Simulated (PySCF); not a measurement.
Compound: CH7BF2GeSi.
Bonds: F1–B2, B2–F3, B2–Si4, Si4–C5, C5–Ge6. Hydrogens: H7, H8 on Si4; H9, H10 on C5; H11, H12, H13 on Ge6.

Computed by this run: PBE0-D3(BJ)/def2-SVP geometry optimisation, gas phase (PySCF 2.14.0); density fitting, grid level 1; the optimiser is geomeTRIC in internal coordinates, started from a GFN2-xTB structure with every atom displaced at random (about 0.01 Å).

Step 1: E = -71627.2351 eV
```
atom  x, y, z in Å  |  force x, y, z in eV/Å
F1      1.1862    1.8917    0.6738    0.318  -0.114  -0.023
B2      1.9568    0.8305    0.4550   -0.158   0.077  -0.032
F3      3.2619    1.0328    0.4752   -0.165  -0.009   0.033
Si4     1.0712   -0.9816    0.1312   -0.262   0.059  -0.101
C5     -0.6387   -0.7983   -0.6768    0.193   0.114  -0.122
Ge6    -1.7608    0.6775   -0.0155   -0.079   0.024   0.026
H7      0.8990   -1.6370    1.4671    0.031   0.011   0.034
H8      1.9653   -1.8504   -0.6953    0.010  -0.012   0.011
H9     -0.5119   -0.6556   -1.7696   -0.055  -0.064   0.226
H10    -1.2026   -1.7344   -0.5291    0.069  -0.011  -0.045
H11    -3.2503    0.3892   -0.3266    0.116  -0.019   0.006
H12    -1.6041    0.8241    1.5141   -0.006   0.011  -0.076
H13    -1.3645    1.9942   -0.7145   -0.012  -0.067   0.063
```

Step 2: E = -71627.2471 eV
```
atom  x, y, z in Å  |  force x, y, z in eV/Å
F1      1.2958    1.9303    0.6590   -0.115  -0.126  -0.038
B2      1.9915    0.8230    0.4433   -0.049   0.275   0.044
F3      3.2985    0.9914    0.4795    0.108  -0.232  -0.022
Si4     1.0547   -0.9627    0.1323   -0.036   0.020  -0.014
C5     -0.6382   -0.7803   -0.6789    0.055   0.070  -0.016
Ge6    -1.7908    0.6655   -0.0134   -0.034  -0.020   0.011
H7      0.8822   -1.6044    1.4762    0.020   0.029   0.017
H8      1.9442   -1.8485   -0.6820    0.006  -0.013   0.008
H9     -0.5095   -0.6378   -1.7650   -0.026   0.002   0.026
H10    -1.1852   -1.7267   -0.5408    0.024  -0.029  -0.028
H11    -3.2601    0.3360   -0.3456    0.006  -0.004  -0.006
H12    -1.6555    0.8022    1.5146    0.015   0.015   0.001
H13    -1.4200    1.9947   -0.6901    0.025   0.014   0.017
```

**Question.** Estimate the geometry and energy of step 3. (The exact step hangs on the optimiser's Hessian estimate; all steps are aligned on step 2, rigid shifts and turns removed.)

**Answer.** E = -71627.2518 eV, largest force 0.179 eV/Å
```
atom  x, y, z in Å  |  force x, y, z in eV/Å
F1      1.3383    1.9441    0.6178    0.057   0.049   0.003
B2      2.0149    0.8240    0.4293   -0.140  -0.079  -0.015
F3      3.3286    0.9132    0.4794    0.049   0.067   0.022
Si4     1.0438   -0.9386    0.1359    0.164  -0.048   0.053
C5     -0.6321   -0.7588   -0.6831   -0.093  -0.012   0.065
Ge6    -1.8128    0.6558   -0.0071    0.009  -0.055  -0.006
H7      0.8710   -1.5573    1.4914   -0.005   0.013   0.004
H8      1.9361   -1.8408   -0.6580   -0.011  -0.034   0.001
H9     -0.5015   -0.6117   -1.7635    0.006   0.055  -0.129
H10    -1.1609   -1.7169   -0.5583   -0.022  -0.031  -0.019
H11    -3.2649    0.2938   -0.3605   -0.068   0.007  -0.013
H12    -1.6929    0.7754    1.5207    0.020   0.007   0.051
H13    -1.4600    2.0004   -0.6549    0.034   0.060  -0.018
```

The energy changes by -0.0047 eV. The first-order estimate −F·Δx gives -0.0196 eV and the mean of the old and new forces, exact on a quadratic surface, -0.0057 eV. The step makes an angle of 74° with the force vector and moves no atom by more than 0.084 Å.

What follows is the cost of the whole optimisation. Time: 2.4 min; peak memory 0.55 GiB. Hardware: Arm Neoverse V2, one thread, no GPU, shared host with 96 logical CPUs at a one-minute load of 69.
